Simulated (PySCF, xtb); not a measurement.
C₄H₃Cl₂F, SMILES C#C[C@H](F)C(Cl)Cl. Atoms are numbered in the order given.

```xyz
10

C      2.7462    -0.2175    -0.1121
C      1.6094    -0.6279    -0.1305
C      0.2410    -1.1403    -0.1365
F     -0.0635    -1.7235    -1.3512
C     -0.8287    -0.0730     0.1418
Cl    -0.7666     1.2468    -1.0543
Cl    -0.6512     0.5272     1.8177
H      3.7542     0.1536    -0.1001
H      0.1314    -1.9122     0.6466
H     -1.8194    -0.5347     0.0604
```

Geometry optimised at B3LYP-D3(BJ)/def2-SVP. The structure was generated by enumeration; whether it is a known compound was not checked. Other conformers were not sampled.

Level of theory: C-PCM-M06-2X/def2-SVP run with PySCF 2.14.0.

The values are the electrostatic part of the solvation free energy, E(continuum) − E(gas) at the gas-phase geometry, in a cavity of scaled van der Waals radii (PySCF's table); cavitation and dispersion terms are not included. In vacuum the orbital gap is 10.61 eV. The dipole moment in vacuum is 1.34 D.

| solvent | ε | ΔG(elec) (kcal/mol) | dipole (D) | gap (eV) |
|---|---|---|---|---|
| water | 78.36 | -6.0 | 1.80 | 10.65 |
| chloroform | 4.71 | -4.6 | 1.69 | 10.64 |
| dimethylsulfoxide | 46.83 | -5.9 | 1.80 | 10.65 |

For comparison, GFN2-xTB/ALPB(water) (xtb, at the GFN2-xTB geometry, all terms of that model) gives -3.5 kcal/mol.
